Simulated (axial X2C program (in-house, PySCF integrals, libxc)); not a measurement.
# Working with the constants of IF⁻

A bond curve at the PBE0 level, with spin–orbit coupling, was computed with an in-house all-electron X2C program for linear molecules (integrals from PySCF) (basis I dyall-acv3z [12s13p9d5f1g], F dyall-av3z [7s6p3d2f] (cores contracted in-house)) for the state Ω = 1/2 (⟨Sz⟩ = 0.48, ⟨Lz⟩ = 0.02 at PBE0). Its fit gives Re = 2.3522 Å, ωe = 269.0 cm⁻¹, ωexe = 2.22 cm⁻¹ and αe = 1.804e-03 cm⁻¹; the masses are 126.9045 and 18.9984 u. Two-component means X2C with spin–orbit coupling and atomic mean-field Coulomb and Gaunt terms.

**Question.** Find the reduced mass, Be and the force constant.

**Answer.** From the PBE0 values: μ = 16.5246 u. Be = 16.8576/(μ Re²) = 0.1844 cm⁻¹. k = 5.8918×10⁻⁷ μ ωe² = 0.705 mdyn/Å.

**Question.** A Morse curve ties αe to the other constants (Pekeris). How well does that hold?

**Answer.** αe(Morse) = 6Be²/ωe × (√(ωexe/Be) − 1) = 1.873e-03 cm⁻¹; the PBE0 curve gives 1.804e-03 cm⁻¹, a ratio of 1.04.

**Question.** Where do the fundamental and the first overtone lie?

**Answer.** ν(1←0) = ωe − 2ωexe = 264.6 cm⁻¹; ν(2←0) = 2ωe − 6ωexe = 524.7 cm⁻¹.

**Question.** Estimate the centrifugal constant by the Kratzer relation.

**Answer.** D = 4Be³/ωe² = 3.47e-07 cm⁻¹.

Occupations by symmetry block were frozen at the best pattern of an incomplete PBE0 search. Density functionals use the spin component along the axis (collinear). The highest occupied level of some functionals is positive through self-interaction error; at Hartree–Fock it is bound.
